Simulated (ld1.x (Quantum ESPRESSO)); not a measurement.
Which change was made? (Tc, RRKJ)

```json
{
 "Element": "Tc (Z = 43)",
 "Generator": "ld1.x (Quantum ESPRESSO) 7.5",
 "Type": "norm-conserving RRKJ (Kleinman–Bylander form)",
 "Functional": "LDA (PZ)",
 "Relativity": "fully relativistic",
 "Frozen core": "[Ar] 3d10 4s2",
 "Valence charge": "13",
 "Reference configuration": "4p6 4d5 5s2 5p0",
 "Partial waves": "4p (bound): rc 1.50 bohr; 4d (bound): rc 1.25 bohr; 5s (bound): rc 2.15 bohr",
 "Local potential": "the s channel",
 "Core correction": "a·sin(br)/r model core inside 1.30 bohr",
 "rho0": "0.01"
}
```

Open shells are filled in proportion to 2j + 1 (rel_dist='average').

Cutoffs, loose and tight: the cutoffs (Ry, on a coarse ladder) from which the occupation-weighted sum of valence levels, in a spherical-Bessel basis at the reference potential, stays within 10 and 1 mRy of its value at 400 Ry. They do not see the model core or the augmentation charge, which bear on the density cutoff. Test errors are all-electron minus pseudo excitation energies from the reference, over the configurations 4p6 4d5 5s1 5p0; 4p6 4d5 5s0 5p0; 4p6 4d4 5s0 5p0; 4p6 4d3 5s0 5p0; 4p6 4d6 5s1 5p0; 4p5 4d5 5s2 5p0; 4p6 4d5 5s1.5 5p0; variants that change the core or the reference have their own tests.

The base gives: outcome: generated; cutoff, loose: 80 Ry; cutoff, tight: 120 Ry; bound ghosts: none; largest test error (meV): -338.

(1) After one change the result is: outcome: generated; cutoff, loose: 40 Ry; cutoff, tight: 50 Ry; bound ghosts: none; largest test error (meV): -320. Which change was it?
A. all radii but the core radius scaled by about 0.75 (s 1.60, p 1.12, d 0.94 bohr)
B. all radii but the core radius scaled by about 1.39 (s 2.98, p 2.08, d 1.74 bohr)
C. all radii but the core radius scaled by about 1.12 (s 2.40, p 1.68, d 1.40 bohr)

## Answers

(1) B. The others give: all radii but the core radius scaled by about 0.75 (s 1.60, p 1.12, d 0.94 bohr) → outcome: failed: compute_phi: phi has nodes before r_c | all radii but the core radius scaled by about 1.12 (s 2.40, p 1.68, d 1.40 bohr) → outcome: generated; cutoff, loose: 50 Ry; cutoff, tight: 90 Ry; bound ghosts: none; largest test error (meV): -303.
